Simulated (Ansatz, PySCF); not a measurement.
Energy landscape of H₃ (cation, charge +1), singlet: symmetric bend, bond length relaxed. Scanned: H-H-H angle. Other coordinates (H-H bond length) were minimised at PBE0/def2-TZVP.

- RHF/6-31G* = restricted Hartree-Fock/6-31G*, spherical d (PySCF)
- MP2/aug-cc-pVTZ = MP2 on RHF/aug-cc-pVTZ, frozen core in Ansatz (a quantum-chemistry and plane-wave program)
- FCI/aug-cc-pVTZ = full CI/aug-cc-pVTZ, frozen core (Ansatz)

Energies relative to the lowest point of each profile, in kcal/mol:

```tsv
a / °	RHF/6-31G*	MP2/aug-cc-pVTZ
180	33.3	42.8
167.65	33.2	42.3
160.96	33.0	41.5
147.72	32.0	38.9
139.82	31.0	36.8
127.80	28.4	32.5
118.52	25.6	28.5
107.83	21.3	23.0
98.18	16.7	17.5
92.36	13.6	14.1
80.06	6.8	6.9
72.06	2.9	2.9
```

### Question
Estimate the FCI/aug-cc-pVTZ values at these points.

### Answer
180: 40.6; 167.65: 40.0; 160.96: 39.3; 147.72: 37.0; 139.82: 35.0; 127.80: 31.0; 118.52: 27.2; 107.83: 22.1; 98.18: 16.9; 92.36: 13.6; 80.06: 6.7; 72.06: 2.8 (kcal/mol).
